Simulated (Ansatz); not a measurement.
F3Se (SMILES F[Se+](F)F), charge +1, singlet, at a GFN2-xTB geometry, atoms displaced at random by about 0.03 Å a coordinate; PBE0/STO-3G, gradient (Ansatz, an electronic-structure program).

Input for Ansatz:
Ansatz 0.2 input:
```yaml
crystal:
  periodic: [false, false, false]
  atoms:
    - {symbol: Se, position_ang: [-0.06035414, 0.10703018, 0.38699048]}
    - {symbol: F, position_ang: [-1.13922136, -0.91061854, -0.35996300]}
    - {symbol: F, position_ang: [0.05231222, 1.18814956, -0.94778844]}
    - {symbol: F, position_ang: [1.31612563, -0.73483309, -0.03290973]}
basis:
  gaussian:
    orbitals: STO-3G
hamiltonian:
  xc: pbe0
total_charge: 1
output: {forces: true}
```

It wrote (shortened):

```
Functional definition: PBE0
404 factors; integrals over basis functions are off by at most 1.8e-5 eV
mean field evaluation 1: about -72627.4662 eV, gradient 3.6e1 eV
mean field evaluation 2: about -72626.7156 eV, gradient 4.0e1 eV
mean field evaluation 4: about -72633.1619 eV, gradient 1.9e0 eV
mean field evaluation 8: about -72633.2113 eV, gradient 9.8e-2 eV
mean field -72633.21130849 eV, -2669.2212830281 hartree, gradient 4.0e-5 eV, S^2 0.000000; 0 other end points of the search recorded, 0 dependent functions left out
the calculation of the forces begins
reference -72633.21131487 eV, -2669.2212832627 hartree; 30, 30 occupied and 3, 3 virtual orbitals, 404 factors
Total energy: -72633.21131487 eV, -2669.2212832627 hartree
Atom 0 at    -0.060354     0.107030     0.386990 Å, force    -0.653736     3.615887     4.600270 eV/Å
Atom 1 at    -1.139221    -0.910619    -0.359963 Å, force    -2.740739    -2.722085    -2.002134 eV/Å
Atom 2 at     0.052312     1.188150    -0.947788 Å, force     0.102691     1.248263    -1.538327 eV/Å
Atom 3 at     1.316126    -0.734833    -0.032910 Å, force     3.291784    -2.142064    -1.059809 eV/Å
Dipole moment:    -0.029387     0.034438     0.171307 e Å
```
